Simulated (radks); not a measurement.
Problem. Pt3.625+, 74.375 electrons, occupied as 1s1.375 2s2 2p6 3s2 3p6 3d10 4s2 4p6 4d10 4f14 5s2 5p6 5d7 (fractional occupations, a model configuration). All-electron calculation, Dirac Kohn-Sham, PBEsol, spin-unpolarised, spherical densities, point nucleus; open shells fill j = l - 1/2 first. Program: a radial shooting solver on a logarithmic mesh with Libxc functionals.

Spin-orbit splittings of the eigenvalues, e(l+1/2) - e(l-1/2), with zeta = 2 splitting/(2l+1) and mean radii in bohr:

| shell | occ. | splitting (eV) | zeta (eV) | <r> j=l-1/2 | <r> j=l+1/2 |
|---|---|---|---|---|---|
| 2p | 6 | 1775 | 1183 | 0.05852 | 0.06695 |
| 3p | 6 | 390.9 | 260.6 | 0.1750 | 0.1905 |
| 3d | 10 | 85.10 | 34.04 | 0.1658 | 0.1706 |
| 4p | 6 | 93.57 | 62.38 | 0.4131 | 0.4468 |
| 4d | 10 | 17.63 | 7.050 | 0.4555 | 0.4667 |
| 4f | 14 | 3.686 | 1.053 | 0.5007 | 0.5077 |
| 5p | 6 | ? | ? | 1.006 | 1.097 |
| 5d | 7 | 1.863 | 0.7453 | 1.397 | 1.437 |

Estimate the 5p splitting.

Solution. 16.16 eV (zeta = 10.77 eV).
